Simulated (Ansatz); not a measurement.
Basis-set extrapolation for CH8B2SSi (PBE0-D4/def2-TZVP geometry, frozen core, Ansatz). Multiplicity 1, RHF reference.

|  | def2-TZVPP | def2-QZVPP |
| --- | --- | --- |
| HF | -778.425730 | -778.450013 |
| MP2 correlation | -0.712588 | -0.761778 |
| CCSD(T) correlation | -0.810367 | not run |

Energies in hartree. Use E(X) = E(∞) + A·exp(−7.88·√X) for Hartree–Fock and E(X) = E(∞) + B·X^(−2.97) for correlation, with X = 3 and 4, and add CCSD(T) minus MP2 of the smaller set to the MP2 limit.

Problem. What is the CCSD(T) energy at the basis-set limit?

Solution. HF limit: -778.450013 + (-0.024283) × 0.13774 = -778.45336. MP2 limit: -0.761778 + (-0.049190) × 0.74074 = -0.79822. Higher-order term: -0.810367 − (-0.712588) = -0.09778. Total: -779.34936 hartree, 71.1 kcal/mol below CCSD(T)/def2-TZVPP.
